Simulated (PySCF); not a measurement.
**From computed data to an observable: dipole moment from atomic charges**

C2H6Mg, SMILES [CH2]([MgH])C. Atoms are numbered in the order given.

```xyz
9

Mg    -0.0934    -1.4424     0.0000
H     -0.6925    -3.0455     0.0000
C      0.6388     0.5358     0.0000
C     -0.4181     1.6575     0.0000
H      1.2982     0.6645    -0.8699
H      1.2982     0.6645     0.8699
H     -1.0690     1.6038     0.8790
H     -1.0690     1.6038    -0.8790
H      0.0312     2.6584     0.0000
```

Geometry optimised at TPSSh-D3(BJ)/def2-TZVP.

Charges (e) from PySCF with ωB97X/def2-TZVPD:

| atom | IAO | ESP fit |
|---|---|---|
| Mg1 | 1.272 | 0.713 |
| H2 | -0.588 | -0.419 |
| C3 | -0.880 | -0.232 |
| C4 | -0.402 | -0.026 |
| H5 | 0.115 | -0.017 |
| H6 | 0.115 | -0.017 |
| H7 | 0.123 | -0.007 |
| H8 | 0.123 | -0.007 |
| H9 | 0.123 | 0.012 |

The dipole moment of the full density is 0.52 D.

Task: What dipole moment does each set of point charges give, and which comes closer to that of the density?

Result: 
μ = Σ q r, and 1 e Å = 4.8032 D.
IAO: Σ q r = (-0.066, -0.307, 0.000) e Å, |μ| = 1.51 D.
ESP fit: Σ q r = (0.057, 0.067, 0.000) e Å, |μ| = 0.42 D.
ESP fit comes closer in size. Point charges leave out the atoms' own dipoles (lone pairs, polarised bonds); fits to the potential absorb them, partitions of the density don't.
